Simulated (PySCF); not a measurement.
# BCl3H2O: core ionisation energies

B(H2O)Cl3.
Z-matrix (Å and degrees, PBE0-D3(BJ)/def2-SVP geometry), rows numbered from 1:
```
B 
O   1  1.6553
H   2  0.9739  1  105.31
H   2  0.9739  1  105.38  3  -114.03
Cl  1  1.7900  2  106.25  3  -124.91
Cl  1  1.8253  2  101.84  3   114.15
Cl  1  1.8243  2  101.75  3    -3.90
```

Computed with PySCF, delta-SCF UKS SCAN, pcX-2 on the ionised atom, pcseg-1 elsewhere, spin-free X2C. Vertical ΔSCF values, vacuum level as zero.

Question: List the computed XPS lines with their assignment.

Answer: 
| atom(s) | bonded to | level | binding energy (eV) | 2p1/2 (eV) | count |
| --- | --- | --- | --- | --- | --- |
| B1 | O and 3 Cl | B 1s | 199.71 | – | 1 |
| O2 | 2 H and B | O 1s | 542.85 | – | 1 |
| Cl5 | B | Cl 2p3/2 | 205.99 | 207.64 | 1 |
| Cl5 | B | Cl 1s | 2828.57 | – | 1 |

Question: Express the binding energy of Cl 2p3/2 of Cl5 in atomic units and per mole.

Answer: 205.99 eV = 7.5700 Eh = 19875 kJ/mol.

The list is incomplete; no value stands for Cl 1s of Cl6, Cl7 or Cl 2p of Cl6, Cl7. Spin–orbit coupling isn't in the SCF: each 2p doublet comes from a relaxed spin-free hole plus a matrix of the shell (mean-field spin–orbit coupling and the ground-state 2p splitting), with 2p3/2 averaged over its two sublevels. 2p1/2 minus 2p3/2 (ligand field included): Cl 1.65 eV. Isolated species at its PBE0-D3(BJ)/def2-SVP geometry, gas phase.

On one thread, Arm Neoverse V1, shared host, this took 13 s wall.
